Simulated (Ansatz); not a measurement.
A nudged elastic band was laid between two geometries of a periodic cell of 13 atoms, GaRe$_{12}$ (surface Re(0001), adsorbate Ga).

Method: Ansatz, DFT PBE, scalar-relativistic, plane waves, PAW. Settings: cutoff 420 eV, k mesh 4x4x1, gaussian smearing 0.15 eV, no spin polarisation.

```yaml
movable_images: 5
climbing_image: yes
spring: 5.0 eV/Å²
optimiser: fire
start_path: straight line
force_threshold: 0.05 eV/Å
iteration_limit: 67
end_points: relaxed
atoms_held: 1 to 4
```

Image 0:

```xyz
13
Lattice="5.5200 0.0000 0.0000 2.7600 4.7805 0.0000 0.0000 0.0000 16.4574" Properties=species:S:1:pos:R:3
Re 0.000 0.000 1.000
Re 2.760 0.000 1.000
Re 1.380 2.390 1.000
Re 4.140 2.390 1.000
Re 0.000 1.593 3.155
Re 2.758 1.593 3.166
Re 1.379 3.983 3.167
Re 4.140 3.985 3.165
Re 0.000 0.041 5.362
Re 2.762 0.000 5.332
Re 1.342 2.369 5.363
Re 4.172 2.372 5.360
Ga 2.753 3.188 7.415
```

Image 6:

```xyz
13
Lattice="5.5200 0.0000 0.0000 2.7600 4.7805 0.0000 0.0000 0.0000 16.4574" Properties=species:S:1:pos:R:3
Re 0.000 0.000 1.000
Re 2.760 0.000 1.000
Re 1.380 2.390 1.000
Re 4.140 2.390 1.000
Re -0.002 1.593 3.166
Re 2.760 1.593 3.155
Re 1.380 3.985 3.165
Re 4.139 3.983 3.167
Re 0.002 0.000 5.332
Re 2.760 0.041 5.362
Re 1.412 2.372 5.360
Re 4.102 2.369 5.363
Ga 5.513 3.188 7.415
```

Problem. Which bonds break or form, and what moves?

Solution. The atom that moves furthest is Ga13, by 2.76 Å; four of its nearest neighbours are Re11 2.62, Re9 2.62, Re12 2.63, Re10 3.80 Å at the first end and Re12 2.62, Re10 2.62, Re11 2.63, Re9 3.80 Å at the last.

Problem. Give the energies along the band, and the barrier.

Solution. The forces met the threshold. The highest image is number 4 of 0 to 6, 0.139 eV above the ends, which have the same energy within 2 meV. By the program's own check the climbing image is a first-order saddle point (lowest curvatures found: -0.34 and 1.47 eV/Å²). Limits of this set-up: coarse k mesh, thin slab, slab without dipole correction, a typed lattice constant that wasn't relaxed here.

```csv
image,path coordinate (Å),energy (eV),Re9–Ga13 (Å),Re10–Ga13 (Å)
0,0.00,0.000,2.62,3.80
1,0.51,0.066,2.57,3.42
2,1.02,0.131,2.58,3.06
3,1.54,0.130,2.61,2.70
4,2.05,0.139,2.90,2.60
5,2.66,0.084,3.34,2.57
6,3.27,0.000,3.80,2.62
```

Problem. What is the geometry of the highest image?

Solution. 
```xyz
13
Lattice="5.5200 0.0000 0.0000 2.7600 4.7805 0.0000 0.0000 0.0000 16.4574" Properties=species:S:1:pos:R:3
Re 0.000 0.000 1.000
Re 2.760 0.000 1.000
Re 1.380 2.390 1.000
Re 4.140 2.390 1.000
Re -0.007 1.579 3.153
Re 2.759 1.593 3.154
Re 1.388 3.997 3.153
Re 4.154 3.975 3.214
Re 0.018 -0.009 5.354
Re 2.793 0.049 5.370
Re 1.347 2.411 5.340
Re 4.113 2.334 5.370
Ga 4.473 3.790 7.495
```

The band took 31 iterations and of the order of 60 core-minutes.

Run time: 22 min on 4 threads of INTEL(R) XEON(R) PLATINUM 8581C CPU @ 2.30GHz (Emerald Rapids), with other jobs on the host, peak memory 3.8 GiB.
